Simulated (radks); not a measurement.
Numerical settings for the oxygen ion O+, [He] 2s2 2p3. Method: non-relativistic Kohn-Sham, PBE, spin-polarised, spherical densities, point nucleus; open shells are filled with parallel spins first; computed with a radial shooting solver on a logarithmic mesh with Libxc functionals. The defaults (mesh step 0.008 in ln r, mesh end at 40 bohr or more with all orbitals vanishing there, Anderson mixing 0.5 over 9 steps, residual threshold near 1e-9 with the energy settled to 1e-9 hartree or 1e-11 of itself, here a cap of 75 iterations) give E = -74.4983 hartree and 2p at -26.369 eV in 14 iterations. Run on one thread of a shared host, so times are rough (Arm Neoverse V1): 0.07 s of CPU time, 0.07 s wall, 14 iterations on 2476 mesh points. Changes against that run (0 stands for a change within the tolerance of the run):

setting,iterations,converged,E (mhartree),e(2p) (meV),CPU (s)
mesh step in ln r 0.003,15,yes,0,0,0.18
mesh step in ln r 0.012,14,yes,0,0,0.05
mesh step in ln r 0.02,14,yes,0,0,0.04
mesh end (bohr) 400,14,yes,0,0,0.07
mesh end (bohr) 20,14,yes,0,0,0.07
residual threshold 1e-16,75,no,0,0,0.26
residual threshold 0.001,8,yes,0,+0.341,0.05
mixing 1.5,13,yes,0,0,0.07
"linear mixing, mixing 0.2",75,no,0,0,0.28
"linear mixing, mixing 0.8",18,yes,0,0,0.08
mixing history 20,17,yes,0,0,0.08
iteration cap 8,8,no,0,+0.0311,0.04

No run marked as converged misses the energy by more than 1 mhartree. A mesh that ends early acts as a hard wall.
